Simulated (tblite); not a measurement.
Species: C6H3F3OS.
SMILES with atom numbers: `[F:1][C:2]([F:3])([F:4])[c:5]1[cH:6][o:7][cH:8][cH:9][c:10]1=[S:11]` (hydrogens: H12 on C6; H13 on C8; H14 on C9)

The geometry is computed with GFN2-xTB (gas phase).

Problem. Give the optimised bond lengths and angles.

Solution. 
```
        bond  length (Å)     order
F1–C2, C2–F3       1.336    single
       C2–F4       1.347    single
       C2–C5       1.507    single
       C5–C6       1.351  aromatic
       C6–O7       1.332  aromatic
       O7–C8       1.352  aromatic
       C8–C9       1.342  aromatic
      C9–C10       1.442  aromatic
     C10=S11       1.642    double
      C5–C10       1.451  aromatic
      C6–H12       1.082    single
      C8–H13       1.079    single
      C9–H14       1.077    single
```

Bonds in one row agree within 0.01 Å and their mean is given. Orders are formal, as drawn. A selection of angles:
```
     angle  degrees
  F1–C2–F3    107.6
  F1–C2–F4    106.0
  F1–C2–C5    112.6
  F4–C2–C5    111.4
  C2–C5–C6    119.4
 C2–C5–C10    120.0
 C6–C5–C10    120.5
  C5–C6–O7    124.0
 C5–C6–H12    123.4
 O7–C6–H12    112.6
  C6–O7–C8    117.6
  O7–C8–C9    123.4
 O7–C8–H13    111.9
 C9–C8–H13    124.6
 C8–C9–C10    121.2
 C8–C9–H14    120.9
C10–C9–H14    117.9
C9–C10–S11    122.2
 C5–C10–C9    113.2
C5–C10–S11    124.6
```

Torsions: F1–C2–C5–C6 119° (anticlinal).

Of the pairs four or more bonds apart, F4···H12 is among the closest relative to their van der Waals radii: 2.34 Å, 88 % of the sum of Bondi's values. The 6-membered ring C5–C6–O7–C8–C9–C10 has internal angles of 113.2° to 124.0° (sum 720°, against 720° for a flat polygon); it is planar, 0.00 Å rms from its mean plane, widest ring torsion 0°. The 5 C–C bonds span 1.342 Å (C8–C9, drawn aromatic) to 1.507 Å (C2–C5, drawn single), a spread of 0.165 Å.

Point group: Cs (tolerance 0.08 Å). Its GFN2-xTB frequencies are all real (lowest 43 cm⁻¹).
